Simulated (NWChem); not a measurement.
System: SiI3, doublet; SMILES I[Si](I)I

The following NWChem deck was run.

```
start job
memory heap 200 mb stack 900 mb global 1100 mb
geometry units angstroms noautoz
  I     -2.329178    -0.182772    -0.047522
  Si     0.000000     0.000000     0.713635
  I      1.322874    -1.925741    -0.047522
  I      1.006304     2.108513    -0.047522
end
basis spherical
  * library def2-svp
end
ecp
  I library def2-ecp
end
dft
  odft
  mult 2
  xc hfexch
  iterations 150
  mulliken
end
task dft energy
```

In the optimisation the excess spin sits in a (C3, its own frame). Structure relaxed at the PBE0/def2-SVP, spin-unrestricted level. No frequency run checked for a minimum. No stability test was run on the SCF state. def2 effective core potentials on I; no spin-orbit coupling.

Problem. Give the results of this calculation. (UHF/def2-SVP with def2 effective core potentials on I.) Quantities: basis functions; energy (Ha); highest occupied level (eV); lowest empty minus highest occupied level, either spin (eV); dipole (D); <S²>.

Solution. 
| Quantity | Result |
|---|---|
| number of basis functions | 96 |
| energy (Ha) | -1178.88 |
| highest occupied level (eV) | -9.09 |
| lowest empty minus highest occupied level, either spin (eV) | 8.58 |
| dipole (D) | 0.57 |
| <S²> | 0.762 |
